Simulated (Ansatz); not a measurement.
Molecule: CLiN (charge 0, singlet). 
Geometry from a B3LYP-D3(BJ)/def2-TZVP (Ansatz, a quantum-chemistry and plane-wave program) optimisation:
```xyz
3

Li     0.0000     0.0000    -1.8676
C      0.0000     0.0000     1.0617
N      0.0000     0.0000    -0.1096
```

Basis-set convergence of Hartree-Fock and MP2 correlation energies (hartree) with Ansatz. Valence correlation only, unless marked. Spin-orbit coupling is left out. Non-relativistic.

```json
[
 {"basis": "def2-SVPD", "functions": "52", "E(HF)": "-99.71045", "E(corr, MP2)": "-0.28558"},
 {"basis": "def2-TZVPPD", "functions": "96", "E(HF)": "-99.82363", "E(corr, MP2)": "-0.33509"},
 {"basis": "def2-QZVPPD", "functions": "161", "E(HF)": "-99.82767", "E(corr, MP2)": "-0.35738"}
]
```

Extrapolating the two largest sets (X = 3 and 4) as X^-3: E(corr) = (64·(-0.35738) - 27·(-0.33509))/37 = -0.3736 Eh, an estimate of the basis-set limit. The largest set recovers 95.6 % of it, the smallest 76.4 %.
